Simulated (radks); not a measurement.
Species: Pt LV. Configuration: [Ar] 3d6. Method: non-relativistic Kohn-Sham, revPBE, spin-unpolarised, spherical densities, point nucleus; relativity is left out, which matters for an element this heavy; computed with a radial shooting solver on a logarithmic mesh with Libxc functionals.

Radial electron density D(r) = 4 pi r^2 rho(r):

r (bohr),D(r) (e/bohr)
0.001921,11.66
0.002384,16.71
0.002982,23.83
0.003701,32.82
0.004593,44.02
0.005747,57.64
0.007132,71.73
0.008852,85.02
0.01107,95.41
0.01374,99.89
0.01706,98.33
0.02134,93.14
0.02649,90.83
0.03314,97.87
0.04113,114.0
0.05104,129.4
0.06386,129.4
0.07925,110.5
0.09836,89.55
0.1231,85.88
0.1527,92.66
0.1895,82.67
0.2371,48.98
0.2943,17.94
0.3682,3.393
0.457,0.3287
0.5672,0.01321

D(r) has 3 maxima, at r = 0.0144, 0.0571, 0.156 bohr, and minima at 0.0257, 0.114 bohr, inside which lie 1.96, 11.47 electrons.
